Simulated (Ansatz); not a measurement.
CH5AlSn, SMILES `[CH2]1[AlH][SnH2]1`, relaxed with RKS PBE0-D4/def2-TZVP in Ansatz from a PBE-D4/def2-SVP geometry. The force threshold is 0.005 eV/Å; the program also tests the step.

Total charge 0; spin multiplicity 1. Sn takes the def2 core potential.

Start:

```xyz
8

C     0.485   -0.632    0.685
Al   -0.264    1.080    1.154
Sn   -0.321    0.307   -1.306
H     1.573   -0.656    0.457
H     0.175   -1.609    1.108
H    -0.991    1.920    2.307
H     1.002    0.163   -2.419
H    -1.659   -0.574   -1.986
```

(1) By how much does the energy fall, and how many steps does the optimiser take? (Estimate.)

(2) Which bonds change most? (Best estimate.)

(3) Give the relaxed structure. (Estimate.)

Answers

(1) Computed: 1.27 kcal/mol, in 14 steps, 1 of them rejected.

(2) Ansatz gave: C1–Sn3 from 2.344 to 2.260 Å; Al2–Sn3 from 2.580 to 2.543 Å; Sn3–H8 from 1.740 to 1.709 Å; Sn3–H7 from 1.734 to 1.709 Å.

(3) Computed: 
```xyz
8

C     0.462   -0.627    0.646
Al   -0.369    1.044    1.121
Sn   -0.349    0.220   -1.286
H     1.550   -0.716    0.655
H     0.018   -1.576    0.952
H    -0.722    2.031    2.309
H     0.910    0.458   -2.416
H    -1.501   -0.834   -1.981
```
